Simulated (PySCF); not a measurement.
Polarisability and C₆ of Kr²⁸⁺ (krypton, charge +28)

[He] 2s2 2p4, high-spin 3P determinant. Computed with PySCF 2.14 in an even-tempered Gaussian basis (18 s from 7.6 bohr⁻², ratio 2.2; 11 p from 9.8 bohr⁻², ratio 2.2; 6 d from 46 bohr⁻², ratio 2.4; 5 f from 68 bohr⁻², ratio 2.4; 5 g from 100 bohr⁻², ratio 2.4), with no relativity, point nucleus. Coupled (time-dependent) response in atomic units; α is the mean over directions.

| method | mean α (bohr³) | α xx, yy, zz | C₆ (like pair) | S(−4) |
| --- | --- | --- | --- | --- |
| UHF | 0.002594 | 0.003562, 0.0006585, 0.003562 | 6.426e-05 | 6.657e-05 |
| PBE0 | 0.002565 | 0.003516, 0.0006620, 0.003516 | 6.311e-05 | 6.824e-05 |

S(−4) is the Cauchy moment in α(ω) = α(0) + S(−4) ω² + …

Spin-orbit coupling is absent.

α(iu) at UHF:

```csv
u (hartree),α(iu) (bohr³)
0,0.002594
1.00,0.002530
2.00,0.002360
4.00,0.001903
6.00,0.001512
8.00,0.001245
10.0,0.001070
15.0,0.0008408
20.0,0.0007366
30.0,0.0006342
50.0,0.0005187
```

For an ion, C₆ is the dispersion term alone; charge-induced terms of lower order in 1/R come first.

The components differ because the open shell of this determinant is not spherical; for a pure term their mean is the scalar polarisability.

Spin-orbit coupling is strong in this species (close to jj coupling), so the high-spin LS determinant is a model state, not a physical level.
